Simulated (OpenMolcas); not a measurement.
## Computed transition rates of C⁺

```yaml
Program: OpenMolcas
Method: "MS-CASPT2, IPEA 0.25 Eh, imaginary shift 0.1 Eh (closed shells correlated: 1s)"
Basis: ANO-RCC-VTZP [4s3p2d1f]
Scalar_Hamiltonian: DKH2, point nucleus
Active_space: 3 electrons in 4 orbitals (2s 2p)
State_averaging: 2S+1 = 4 odd, 1 root; 2S+1 = 2 odd, 11 roots kept (CI in the orbitals of an earlier block); 2S+1 = 4 even, 3 roots; 2S+1 = 2 even, 9 roots kept (CI in the orbitals of an earlier block)
Spin-orbit_coupling: RASSI with atomic mean-field integrals over the reference wave functions, term energies averaged over their components
```

Rates come from the transition moments of the reference wave functions (E1 and E2 in the length form). At fixed line strength A goes as λ^-3 for E1 and M1 and as λ^-5 for E2, so a rate at the computed wavelength can be rescaled to the measured one. Measured vacuum wavelengths follow from level energies in NIST Handbook of Basic Atomic Spectroscopic Data. Branching counts decays inside the model space alone, at computed energies, and the table is only a selection of the E1 lines, drawn from those between levels with measured partners whose computed energy lies within a factor of 1.5 of the measured one.

| Upper | Lower | Type | λ computed (nm) | λ measured (nm) | A computed (s-1) | A rescaled (s-1) | Branching % |
| --- | --- | --- | --- | --- | --- | --- | --- |
| 2s 2p² ²P_3/2 | 2s² 2p ²P°_3/2 | E1 | 88.58 | 90.41 | 3.77e+09 | 3.55e+09 | 83.3 |
| 2s 2p² ²P_1/2 | 2s² 2p ²P°_1/2 | E1 | 88.57 | 90.4 | 3.01e+09 | 2.83e+09 | 66.5 |
| 2p³ ⁴S°_3/2 | 2s 2p² ⁴P_5/2 | E1 | 100.5 | 101 | 2.05e+09 | 2.02e+09 | 50.0 |
| 2p³ ²P°_1/2 | 2s 2p² ²D_3/2 | E1 | 101.4 | 106.6 | 1.82e+09 | 1.57e+09 | 63.7 |
| 2p³ ²P°_3/2 | 2s 2p² ²D_5/2 | E1 | 101.4 | 106.6 | 1.64e+09 | 1.41e+09 | 57.2 |
| 2s 2p² ²P_1/2 | 2s² 2p ²P°_3/2 | E1 | 88.61 | 90.45 | 1.51e+09 | 1.42e+09 | 33.5 |
| 2s 2p² ²S_1/2 | 2s² 2p ²P°_3/2 | E1 | 102.8 | 103.7 | 1.44e+09 | 1.40e+09 | 66.4 |
| 2p³ ⁴S°_3/2 | 2s 2p² ⁴P_3/2 | E1 | 100.5 | 101 | 1.37e+09 | 1.35e+09 | 33.3 |
| 2p³ ²D°_5/2 | 2s 2p² ²D_5/2 | E1 | 129.1 | 132.4 | 9.06e+08 | 8.40e+08 | 82.5 |
| 2p³ ²D°_3/2 | 2s 2p² ²D_3/2 | E1 | 129.1 | 132.4 | 8.72e+08 | 8.08e+08 | 79.4 |
| 2s 2p² ²P_3/2 | 2s² 2p ²P°_1/2 | E1 | 88.53 | 90.36 | 7.53e+08 | 7.08e+08 | 16.7 |
| 2s 2p² ²S_1/2 | 2s² 2p ²P°_1/2 | E1 | 102.8 | 103.6 | 7.31e+08 | 7.14e+08 | 33.6 |
| 2p³ ⁴S°_3/2 | 2s 2p² ⁴P_1/2 | E1 | 100.5 | 101 | 6.86e+08 | 6.76e+08 | 16.7 |
| 2p³ ²P°_3/2 | 2s 2p² ²P_3/2 | E1 | 165.2 | 172.2 | 6.32e+08 | 5.58e+08 | 22.1 |
| 2p³ ²P°_1/2 | 2s 2p² ²P_1/2 | E1 | 165.1 | 172.1 | 5.07e+08 | 4.48e+08 | 17.7 |
| 2s 2p² ²D_5/2 | 2s² 2p ²P°_3/2 | E1 | 133.8 | 133.6 | 4.38e+08 | 4.40e+08 | 100.0 |
| 2s 2p² ²D_3/2 | 2s² 2p ²P°_1/2 | E1 | 133.6 | 133.5 | 3.66e+08 | 3.67e+08 | 83.5 |
| 2p³ ²P°_3/2 | 2s 2p² ²S_1/2 | E1 | 131.3 | 138.4 | 2.83e+08 | 2.42e+08 | 9.9 |
| 2p³ ²D°_5/2 | 2s 2p² ²P_3/2 | E1 | 254.2 | 251.3 | 1.27e+08 | 1.31e+08 | 11.6 |
| 2s 2p² ²D_3/2 | 2s² 2p ²P°_3/2 | E1 | 133.8 | 133.6 | 7.26e+07 | 7.29e+07 | 16.5 |
| 2s 2p² ⁴P_1/2 | 2s² 2p ²P°_3/2 | E1 | 243.9 | 232.9 | 6.82e+01 |  | 52.3 |
| 2s 2p² ⁴P_1/2 | 2s² 2p ²P°_1/2 | E1 | 243.6 | 232.5 | 6.23e+01 |  | 47.7 |
| 2s 2p² ⁴P_5/2 | 2s² 2p ²P°_3/2 | E1 | 243.6 | 232.6 | 4.61e+01 |  | 100.0 |
| 2s 2p² ⁴P_3/2 | 2s² 2p ²P°_3/2 | E1 | 243.8 | 232.8 | 1.24e+01 |  | 85.4 |
| 2s 2p² ⁴P_3/2 | 2s² 2p ²P°_1/2 | E1 | 243.4 | 232.4 | 2.12e+00 |  | 14.6 |

Spin-changing lines and M1 lines between different terms are not rescaled, since their strength hangs on the term gaps too.

The largest correction is for 2p³ ²P°_3/2 → 2s 2p² ²S_1/2 (E1): 2.83e+08 × (131.3 / 138.4)^3 = 2.42e+08 s-1, a factor of 0.85.

The computed rate and branching of 2s 2p² ²D_5/2 → 2s² 2p ²P°_3/2 give the upper level a radiative lifetime of 1.000 / 4.38e+08 s-1 = 2.28e-09 s, counting decays inside the model space alone. The rescaled rate gives about 2.3e-09 s.

The computed order of these levels differs from the measured one in 2 places, and where term gaps are wrong the rates of spin-changing lines can be off by large factors.

No measured rate stands beside these. Rescaling mends the energy factor alone: line strengths can still be far off where a level mixes with configurations outside the active space, and weak or spin-changing lines hang on small mixing coefficients that depend on the term gaps too, so rescaling need not improve them.

CASPT2 does not keep the components of a term degenerate, so their means are used; among the terms shown or strongly mixed into the levels shown the widest spread is 1200 cm-1 (2p³ ²D°). Terms from blocks run as CI alone lack orbitals of their own. Computed and measured levels are paired by configuration, term and J; levels that our copy of the source lacks, or whose pairing is in doubt (as where it misses far off the trend of its configuration), stay unpaired. Levels of configurations outside the active space are missing.

° marks odd parity.
